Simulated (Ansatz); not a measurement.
Geometry optimisation, UKS BLYP-D4/def2-SVPD (Ansatz 0.2.0).

Input:

```yaml
crystal:
  periodic: [false, false, false]
  atoms:
    - { symbol: H, position_ang: [-0.682592, -1.129813, -0.584242] }
    - { symbol: Ge, position_ang: [0.780986, -1.204205, -0.084729] }
    - { symbol: Ge, position_ang: [-0.629341, 1.501864, 0.351912] }
    - { symbol: H, position_ang: [-0.689472, 1.615728, -1.261536] }
    - { symbol: H, position_ang: [0.817849, 0.529326, 0.105805] }
    - { symbol: H, position_ang: [0.40257, -1.312801, 1.47289] }
magnetization:
  spin_polarized: true
basis:
  gaussian: { orbitals: def2-SVPD }
hamiltonian:
  xc: blyp
  dispersion: d4
relax:
  f_tol: 0.03
  max_steps: 50
```

Run as:

```bash
$ ansatz run input.yaml --threads 4 --pin off --max-ram 5120MiB --backend cpu --events-out ev --progress --plain --runs-dir out
```

**Question.** Where does it end, and by what steps?

**Answer.** The run converged. After 5 steps the energy has fallen by 0.628 eV; H1 moved furthest, 0.66 Å. Joined: H1–Ge3 (2.79 → 1.78 Å).

| step | energy less start (eV) | largest force component (eV/Å) | accepted |
| --- | --- | --- | --- |
| 0 | 0.0000 | 1.014 | yes |
| 1 | -0.2340 | 0.589 | yes |
| 2 | -0.4603 | 0.547 | yes |
| 3 | -0.5796 | 0.433 | yes |
| 4 | -0.6260 | 0.087 | yes |
| 5 | -0.6280 | 0.017 | yes |

```xyz
6
Properties=species:S:1:pos:R:3
H -0.870 -0.582 -0.267
Ge 0.813 -1.153 -0.155
Ge -0.811 1.147 0.161
H -0.545 1.452 -1.407
H 0.876 0.578 0.255
H 0.537 -1.443 1.413
```

Whether the end is a true minimum wasn't checked by a vibrational analysis.

The run took 19 s on 4 threads of Arm Neoverse N1 (shared host), peak memory 0.19 GiB.
